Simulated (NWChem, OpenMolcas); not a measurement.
## How methods differ on CH2F3Si (SMILES [CH2][Si](F)(F)F)

CH2F3Si has 7 atoms, charge 0, and is taken as a doublet. SMILES: `[CH2][Si](F)(F)F`. The coordinates come from a PBE0-D4/def2-TZVP relaxation.

Quantity: the vertical ionisation energy (to the singlet cation), in eV. The values are calculated.

| level | kind | program | value (eV) | less CCSD(T)/def2-SVP | CPU time (all runs) |
| --- | --- | --- | --- | --- | --- |
| USVWN5/def2-SVP | LDA | OpenMolcas | 10.72 | +0.11 | 42 s |
| U-revPBE/def2-SVP | GGA | OpenMolcas | 10.56 | -0.05 | 60 s |
| UBLYP/def2-SVP | GGA | OpenMolcas | 10.35 | -0.26 | 59 s |
| UPBE/def2-SVP | GGA | OpenMolcas | 10.61 | 0.00 | 57 s |
| UM06-L/def2-SVP | meta-GGA | OpenMolcas | 10.76 | +0.15 | 66 s |
| UB3LYP/def2-SVP | global hybrid | OpenMolcas | 10.79 | +0.18 | 49 s |
| UPBE0/def2-SVP | global hybrid | NWChem | 10.94 | +0.33 | 72 s |
| ROCCSD(T)/def2-SVP | coupled cluster or CI | OpenMolcas | 10.61 | 0.00 | 2.6 min |

Differences are taken from ROCCSD(T)/def2-SVP for orientation; it has basis-set and higher-order errors of its own. The values span 10.35 to 10.94 eV. CPU times are rough (shared hosts, several kinds of processor and program).
